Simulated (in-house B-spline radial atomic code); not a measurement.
A radial electron density 4πr²n(r) was computed for an atom or ion in its tabulated ground configuration with an all-electron radial atomic-structure program (B-spline basis); method: non-relativistic SCAN, spin-polarised, spherical fractional occupations. Columns: r (bohr), 4πr²n(r) (electrons per bohr), bar.

```
  0.0037   0.4087 #
 0.00443   0.5723 #
 0.00531   0.7994 ##
 0.00636    1.109 ###
 0.00762    1.529 ####
 0.00913    2.092 #####
  0.0109    2.817 #######
  0.0131    3.794 #########
  0.0157    5.015 ############
  0.0188    6.515 ################
  0.0226    8.342 ####################
   0.027    10.35 #########################
  0.0324    12.57 ##############################
  0.0388    14.72 ###################################
  0.0465    16.61 ########################################
  0.0557    17.91 ###########################################
  0.0668    18.35 ############################################
    0.08    17.77 ###########################################
  0.0958    16.29 #######################################
   0.115    14.32 ##################################
   0.138    12.64 ##############################
   0.165    11.99 #############################
   0.198    12.75 ###############################
   0.237    14.64 ###################################
   0.284    16.72 ########################################
    0.34    17.67 ##########################################
   0.407    16.62 ########################################
   0.488    13.52 ################################
   0.584    9.442 #######################
     0.7    5.723 ##############
   0.839    3.452 ########
    1.01    2.734 #######
     1.2    2.861 #######
    1.44     2.94 #######
    1.73      2.5 ######
    2.07    1.687 ####
    2.48    0.873 ##
    2.97   0.3376 #
    3.56  0.09332 
    4.27  0.01758 
    5.12 0.002171 
    6.13 0.0001665
```

Which atom or ion is it?
A. S2+
B. S+
C. Si2+
D. P2+

A. The area under the curve, ∫4πr²n dr = ∫r·4πr²n d(ln r) on this logarithmic grid, is 14 electrons, which only this option has. The configuration is [Ne] 3s2 3p2.
